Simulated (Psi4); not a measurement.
HAl, singlet, at a GFN2-xTB geometry (such geometries of metal compounds can be far from the true shape); CCSD(T)/aug-cc-pVTZ in Psi4.

Psi4 was given this input:
```
memory 2 GB

molecule mol {
0 1
Al   -0.000000   -0.000000   -0.115220
H     0.000000    0.000000    1.497855
}

set {
  basis aug-cc-pvtz
  reference rhf
  freeze_core true
}

energy('ccsd(t)')
print_variables()
```

What the program printed (banner, timings and long lists left out):

```
   => Loading Basis Set <=

    Name: AUG-CC-PVTZ
    Role: ORBITAL
    Keyword: BASIS

         ---------------------------------------------------------
                                   SCF
               by Justin Turney, Rob Parrish, Andy Simmonett
                          and Daniel G. A. Smith
                              RHF Reference
         ---------------------------------------------------------

  ==> Geometry <==

    Molecular point group: c2v
    Full point group: C_inf_v

    Geometry (in Angstrom), charge = 0, multiplicity = 1:

       Center              X                  Y                   Z               Mass
    ------------   -----------------  -----------------  -----------------  -----------------
         AL           0.000000000000     0.000000000000    -0.058082684169    26.981538530000
         H            0.000000000000     0.000000000000     1.554992315831     1.007825032230

  Running in c2v symmetry.

  Rotational constants: A = ************  B =      6.66851  C =      6.66851 [cm^-1]
  Rotational constants: A = ************  B = 199916.78113  C = 199916.78113 [MHz]
  Nuclear repulsion =    4.264714125945788

  Charge       = 0
  Multiplicity = 1
  Electrons    = 14
  Nalpha       = 7
  Nbeta        = 7

  ==> Algorithm <==

  SCF Algorithm Type is PK.
  DIIS enabled.
  MOM disabled.
  Fractional occupation disabled.
  Guess Type is SAD.
  Energy threshold   = 1.00e-08
  Density threshold  = 1.00e-08
  Integral threshold = 1.00e-12

  ==> Primary Basis <==

  Basis Set: AUG-CC-PVTZ
    Blend: AUG-CC-PVTZ
    Number of shells: 25
    Number of basis functions: 73
    Number of Cartesian functions: 84
    Spherical Harmonics?: true
    Max angular momentum: 3

  ==> Integral Setup <==

  Using in-core PK algorithm.
   Calculation information:
      Number of atoms:                   2
      Number of AO shells:              25
      Number of primitives:             75
      Number of atomic orbitals:        84
      Number of basis functions:        73

      Integral cutoff                 1.00e-12
      Number of threads:                 1

  Performing in-core PK
  Using 7298102 doubles for integral storage.
  We computed 52975 shell quartets total.
  Whereas there are 52975 unique shell quartets.

  ==> DiskJK: Disk-Based J/K Matrices <==

    J tasked:                  Yes
    K tasked:                  Yes
    wK tasked:                  No
    Schwarz Cutoff:          1E-12

  Minimum eigenvalue in the overlap matrix is 8.8416591557E-04.
  Reciprocal condition number of the overlap matrix is 1.7907682475E-04.
    Using symmetric orthogonalization.

  ==> Pre-Iterations <==

  SCF Guess: Superposition of Atomic Densities via on-the-fly atomic UHF (no occupation information).

   -------------------------
    Irrep   Nso     Nmo
   -------------------------
     A1        32      32
     A2         7       7
     B1        17      17
     B2        17      17
   -------------------------
    Total      73      73
   -------------------------

  ==> Iterations <==

                        Total Energy        Delta E     RMS |[F,P]|

   @RHF iter SAD:  -241.91237492147013   -2.41912e+02   0.00000e+00
   @RHF iter   1:  -242.45695627672774   -5.44581e-01   2.42010e-03 DIIS/ADIIS
   @RHF iter   2:  -242.46124791263463   -4.29164e-03   5.28031e-04 DIIS/ADIIS
   @RHF iter   3:  -242.46153897076528   -2.91058e-04   1.25843e-04 DIIS/ADIIS
   @RHF iter   4:  -242.46158896126681   -4.99905e-05   2.19245e-05 DIIS
   @RHF iter   5:  -242.46159126616698   -2.30490e-06   3.75252e-06 DIIS
   @RHF iter   6:  -242.46159134925347   -8.30865e-08   5.86142e-07 DIIS
   @RHF iter   7:  -242.46159135108610   -1.83263e-09   7.14243e-08 DIIS
   @RHF iter   8:  -242.46159135110531   -1.92131e-11   1.01522e-08 DIIS
   @RHF iter   9:  -242.46159135110565   -3.41061e-13   1.10767e-09 DIIS
  Energy and wave function converged.

  ==> Post-Iterations <==

    Orbital Energies [Eh]
    ---------------------

[...]
  @RHF Final Energy:  -242.46159135110565
    Total Energy =                       -242.4615913511056533
[...]
     3        -0.083104166720030    7.305e-03    0.013793    0.025603    0.025603    0.255483
     4        -0.083155877895933    2.178e-03    0.014067    0.026156    0.026156    0.257706
     5        -0.083144971379450    7.135e-04    0.014088    0.026240    0.026240    0.258005
     6        -0.083137891281052    2.567e-04    0.014071    0.026230    0.026230    0.257988
     7        -0.083140537665137    9.623e-05    0.014062    0.026220    0.026220    0.258014
     8        -0.083141578463245    2.806e-05    0.014059    0.026215    0.026215    0.258027
     9        -0.083141090090786    6.925e-06    0.014057    0.026212    0.026212    0.258026
    10        -0.083141112157617    1.953e-06    0.014057    0.026211    0.026211    0.258026
    11        -0.083141119434108    6.119e-07    0.014057    0.026211    0.026211    0.258026
    12        -0.083141138714661    2.178e-07    0.014057    0.026211    0.026211    0.258026
    13        -0.083141140418277    6.156e-08    0.014057    0.026211    0.026211    0.258026

    Iterations converged.

    Largest TIA Amplitudes:
              1   4        -0.0122099373
              1   1        -0.0109162676
              0   4         0.0099588400
              0   6         0.0091725231
              1  10         0.0088922279
              0   5         0.0078783826
              1   0         0.0057382588
              1   5        -0.0057022095
              1   6        -0.0047531111
              1   2        -0.0046117326

    Largest TIjAb Amplitudes:
      1   1  34  34        -0.0523841419
      1   1  50  50        -0.0523841419
      1   1  34  35        -0.0496870016
      1   1  35  34        -0.0496870016
      1   1  50  51        -0.0496870016
      1   1  51  50        -0.0496870016
      1   1  35  35        -0.0473654633
      1   1  51  51        -0.0473654633
      1   1  34  39         0.0374137573
      1   1  39  34         0.0374137573

    SCF energy       (wfn)                    = -242.461591351105653
    Reference energy (file100)                = -242.461591351105312

    Opposite-spin MP2 correlation energy      =   -0.059887225940249
    Same-spin MP2 correlation energy          =   -0.003298640426374
    Singles MP2 correlation energy            =   -0.000000000000000
    MP2 correlation energy                    =   -0.063185866366623
      * MP2 total energy                      = -242.524777217471922

    Opposite-spin CCSD correlation energy     =   -0.079501684469525
    Same-spin CCSD correlation energy         =   -0.003639455948752
    Singles CCSD correlation energy           =    0.000000000000000
    CCSD correlation energy                   =   -0.083141140418277
      * CCSD total energy                     = -242.544732491523604

            **************************
            *                        *
            *        CCTRIPLES       *
            *                        *
            **************************

    Wave function   =    CCSD_T
    Reference wfn   =      RHF

    Nuclear Rep. energy (wfn)                =    4.264714125945788
    SCF energy          (wfn)                = -242.461591351105653
    Reference energy    (file100)            = -242.461591351105312
    CCSD energy         (file100)            =   -0.083141140418277
    Total CCSD energy   (file100)            = -242.544732491523604

    Number of ijk index combinations:                4
    Approx. words needed per explicit thread:           78732
    Number of threads for explicit ijk threading:    1

    MKL num_threads set to 1 for explicit threading.

    (T) energy                                =   -0.001475806662139
      * CCSD(T) total energy                  = -242.546208298185718

  Variable Map:
  ----------------------------------------------------------------------------
[...]
  Array Variable Map:
  ----------------------------------------------------------------------------
[...]
[...]
```
